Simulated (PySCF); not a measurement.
Cartesian coordinates in Å; atom numbers follow the order of the lines, from 1:
```xyz
16

C    -1.9939   -0.6377   -0.1952
C    -0.5694   -0.1755   -0.0307
C    -0.1579    1.1390   -0.7208
C     0.8964    1.5719   -0.0518
C     1.1212    0.5166    1.0393
O    -0.2135    0.1346    1.3231
C     1.5874   -0.7319    0.2847
F     2.8450   -1.1666    0.3294
C     0.5429   -1.1756   -0.3933
H    -2.1591   -1.5366    0.3924
H    -2.1930   -0.8492   -1.2425
H    -2.6725    0.1369    0.1520
H    -0.6639    1.5486   -1.5705
H     1.5148    2.4344   -0.1916
H     1.6764    0.8023    1.9259
H     0.4314   -2.0025   -1.0615
```

Geometry: GFN2-xTB; GIAO absolute shieldings from PySCF 2.14.0 with density-fitted response routines, gas phase, non-relativistic, averaged over equivalent atoms.

At PBE0/def2-SVP (161 basis functions, 22 s wall time on 1 thread of an Arm Neoverse V1, shared host):
| atoms | σ (ppm) |
| --- | --- |
| C7 | 5.6 |
| C3 | 42.2 |
| C4 | 50.3 |
| C9 | 78.8 |
| C2 | 106.6 |
| C5 | 114.7 |
| C1 | 178.4 |
| O6 | 114.1 |
| F8 | 308.9 |
| H14 | 24.53 |
| H13 | 24.67 |
| H16 | 26.10 |
| H15 | 27.24 |
| H10/H11/H12 | 30.25 |

Predict the values at PBE0/pcSseg-1 on the same geometry.

Results:


| atoms | σ at PBE0/pcSseg-1 | change |
| --- | --- | --- |
| C7 | -14.5 | -20.1 |
| C3 | 24.8 | -17.4 |
| C4 | 32.2 | -18.1 |
| C9 | 64.0 | -14.8 |
| C2 | 93.7 | -12.9 |
| C5 | 102.1 | -12.6 |
| C1 | 167.8 | -10.6 |
| O6 | 85.1 | -29.0 |
| F8 | 290.9 | -18.0 |
| H14 | 24.15 | -0.38 |
| H13 | 24.42 | -0.25 |
| H16 | 25.80 | -0.30 |
| H15 | 26.93 | -0.31 |
| H10/H11/H12 | 30.00 | -0.25 |

The largest change is at O6 (ether oxygen). Cost: 188 basis functions, 26 s wall time on 1 thread of an Arm Neoverse V1, shared host. The order of the carbon signals is the same at both levels.
